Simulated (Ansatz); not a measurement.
Gas-phase electronic energies from Ansatz, PBE0-D4/def2-TZVP geometries. CCSD(T)/CBS adds triple-zeta CCSD(T) − MP2 to the extrapolated MP2 energy (def2 sets, frozen cores). DFT in def2-TZVPP. For Ge outer-core shells are correlated without core-valence functions, which leaves a few kJ/mol of doubt a bond. Scalar relativity is left out up to krypton. Each species was taken in one conformer, which may not be the lowest.

`C[SiH](O)[SiH](O)O` + `N[C](=O)[GeH2][OH]` → `C[SiH](O)C(N)=O` + `[OH][GeH2][SiH](O)O`  (redistribution)

| level | ΔE (kcal/mol) |
| --- | --- |
| PBE-D4 | -8.2 |
| MP2/def2-QZVPP | -9.2 |

(1) What does CCSD(T)/CBS give? (Best estimate.)

Largest T1 diagnostic among the species: 0.015.

## Answers

(1) Ansatz gave: -9.0 kcal/mol. The listed levels differ from it by 0.8, -0.2 kcal/mol.
